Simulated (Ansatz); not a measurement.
Molecule: TiN, net charge 0, doublet state. The spin state was set by rule; other spins were not relaxed. SMILES: [N]#[Ti]
Geometry: optimised at B3LYP-D3(BJ)/def2-TZVP (Ansatz, a quantum-chemistry and plane-wave program).

Property: atomisation energy (electronic, to ground-state atoms), in kcal/mol. Correlated levels leave the core frozen unless marked. Open shells are spin-unrestricted. No spin-orbit coupling. The frozen core is the preceding noble-gas configuration, with the filled d and f shells of earlier blocks. Non-relativistic. FCI takes restricted orbitals. The coupled-cluster limit lacks core correlation, which all-electron functionals hold. Basis-set limits of correlation are two-point, X^-3; Hartree-Fock from the larger set. The program attaches cautions to a run behind HF/6-31G: large difference. The program attaches cautions to a run behind HF/def2-QZVPP: large difference. The program attaches cautions to a run behind MP2/6-31G: large difference. The program attaches cautions to a run behind SCS-MP2/def2-SVPD: large difference. The program attaches cautions to a run behind CCSD/def2-SVP: large difference. The program attaches cautions to a run behind CCSD/def2-SVPD: large difference. The program attaches cautions to a run behind CCSD/def2-TZVPP: large difference. The program attaches cautions to a run behind CCSD/def2-TZVPPD: large difference. The program attaches cautions to a run behind CCSD(T)/6-31G: large difference. The program attaches cautions to a run behind CCSD(T)/CBS(def2-TZVPPD,def2-QZVPPD): large difference.

| level | program | atomisation energy (kcal/mol) | minus last row |
|---|---|---|---|
| HF/6-31G | Ansatz | -38.5 | -143.3 |
| HF/def2-QZVPP | Ansatz | -27.9 | -132.7 |
| PBE/def2-TZVPD | Ansatz | 144.8 | 40.0 |
| PBE-D4/def2-TZVPD | Ansatz + dftd4 | 145.8 | 41.0 |
| B3LYP-D3(BJ)/def2-TZVPD | Ansatz + dftd3 | 114.4 | 9.6 |
| PBE0/STO-3G | Ansatz | 139.1 | 34.3 |
| PBE0-D4/def2-TZVPD | Ansatz + dftd4 | 113.2 | 8.4 |
| HSE06-D4/def2-TZVPD | Ansatz + dftd4 | 113.5 | 8.7 |
| CAM-B3LYP/def2-TZVPD | Ansatz | 106.5 | 1.7 |
| RPA@PBE/def2-TZVPP | Ansatz | 104.7 | -0.1 |
| RPA@PBE/def2-QZVPP | Ansatz | 106.9 | 2.1 |
| MP2/6-31G | Ansatz | 49.0 | -55.8 |
| SCS-MP2/def2-SVPD | Ansatz | 78.0 | -26.8 |
| CCSD/def2-SVP | Ansatz | 75.3 | -29.5 |
| CCSD/def2-SVPD | Ansatz | 78.5 | -26.3 |
| CCSD/def2-TZVPP | Ansatz | 83.7 | -21.1 |
| CCSD/def2-TZVPPD | Ansatz | 84.1 | -20.7 |
| CCSD(T)/6-31G | Ansatz | 70.1 | -34.7 |
| CCSDT(Q)/def2-SVP | Ansatz | 91.8 | -13.0 |
| FCI/STO-3G | Ansatz | 113.9 | 9.1 |
| CCSD(T)/CBS(def2-TZVPPD,def2-QZVPPD) | Ansatz | 104.8 | 0.0 |

The UHF reference is spin-contaminated (<S^2> 0.37 over the pure value in the largest basis). The T1 diagnostic of CCSD in the largest basis is 0.109, which is high, so the coupled-cluster rows are less sure than usual.
